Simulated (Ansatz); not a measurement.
Al4Ru. Total charge 0; singlet. Geometry relaxed at PBE0-D4/def2-SVP.

Cartesian coordinates in Å:
```
Ru 0.055 0.112 0.936
Al 1.416 0.109 -0.896
Al 0.353 -2.230 0.569
Al -1.509 -0.297 -0.674
Al -0.316 2.306 0.065
```

In the def2 sets Ru takes a core potential; there is no spin–orbit coupling. The structure comes from a short search, and lower isomers may exist.

Task: Estimate the harmonic wavenumbers at RKS PBE0-D4/def2-SVP (Ansatz, unscaled). Is this a minimum?

Result: 97, 106, 121, 146, 154, 301, 302, 366, 416 cm⁻¹. Yes, no mode is imaginary beyond noise. Zero-point energy 12.0 kJ/mol. Hardware: 4 threads of Arm Neoverse V1 on a shared host. Wall time 40 s.
